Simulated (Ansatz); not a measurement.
Consider the redistribution: `CC[SiH](O)P` + `F[SiH2]N[SiH3]` → `F[SiH2]NP` + `CC[SiH](O)[SiH3]`.

Calculated with Ansatz (gas phase, PBE0-D4/def2-TZVP geometries, no zero-point term in ΔE). CCSD(T)/CBS is the MP2 limit (def2-TZVPP, def2-QZVPP) plus CCSD(T) − MP2 in def2-TZVPP, frozen cores. This one scheme is used for every species. DFT in def2-TZVPP. Each species was taken in one conformer, which may not be the lowest.

`CC[SiH](O)P`:

Cartesian coordinates in Å:
```
C 0.579 -1.533 -0.341
C -0.107 -0.795 0.803
Si -0.126 1.070 0.642
O 1.408 1.683 0.568
P -1.315 1.819 -1.135
H 0.575 -2.614 -0.184
H 1.624 -1.226 -0.443
H 0.085 -1.341 -1.297
H -1.144 -1.133 0.912
H 0.388 -1.024 1.754
H -0.732 1.670 1.859
H 1.901 1.572 -0.245
H -2.410 0.957 -0.850
H -0.728 0.895 -2.044
```

`F[SiH2]N[SiH3]`:

```xyz
10

F    -1.436   -0.203   -2.106
Si   -0.718   -1.004   -0.920
N    -0.449   -0.035    0.458
Si    0.914    0.980    0.802
H    -1.632   -2.114   -0.566
H     0.587   -1.456   -1.448
H    -1.223    0.031    1.104
H     0.549    2.421    0.800
H     1.918    0.720   -0.259
H     1.490    0.660    2.135
```

`F[SiH2]NP`:

Z-matrix (Å, degrees):
```
Si
N 1 1.708
F 1 1.600 2 112.3
H 1 1.478 2 109.0 3 117.1
H 1 1.481 2 108.5 3 -118.2
P 2 1.716 1 127.8 3 -74.3
H 2 1.008 1 118.8 3 95.9
H 6 1.422 2 99.4 1 -49.7
H 6 1.424 2 100.9 1 44.8
```

`CC[SiH](O)[SiH3]`:

```xyz
15

C    -0.854    0.490    2.076
C     0.133    0.665    0.925
Si   -0.071   -0.610   -0.432
O    -1.597   -0.585   -1.079
Si    1.405   -0.220   -2.208
H    -0.698    1.235    2.861
H    -0.759   -0.497    2.537
H    -1.887    0.596    1.733
H     0.034    1.664    0.485
H     1.165    0.595    1.291
H     0.192   -1.956    0.169
H    -2.299   -0.995   -0.571
H     2.806   -0.228   -1.700
H     1.283   -1.264   -3.261
H     1.148    1.110   -2.827
```

| level | ΔE (eV) |
| --- | --- |
| r2SCAN-D4 | 1.05 |
| r2SCAN | 1.04 |
| CCSD/def2-TZVPP | 1.03 |
| CCSD/CBS(def2) | 1.05 |

(1) What does CCSD(T)/CBS give? (Best estimate.)

Largest T1 diagnostic among the species: 0.012.

## Answers

(1) The calculation gave: +1.06 eV. The listed levels differ from it by -0.01, -0.02, -0.03, -0.01 eV.

In def2-TZVPP, CCSD(T) changes the Hartree–Fock value by +0.04 eV (the triples alone add +0.01 eV) and MP2 by +0.12 eV. From PBE to PBE0 (25 % exact exchange), in def2-TZVPP and without D4, ΔE moves by +0.04 eV.
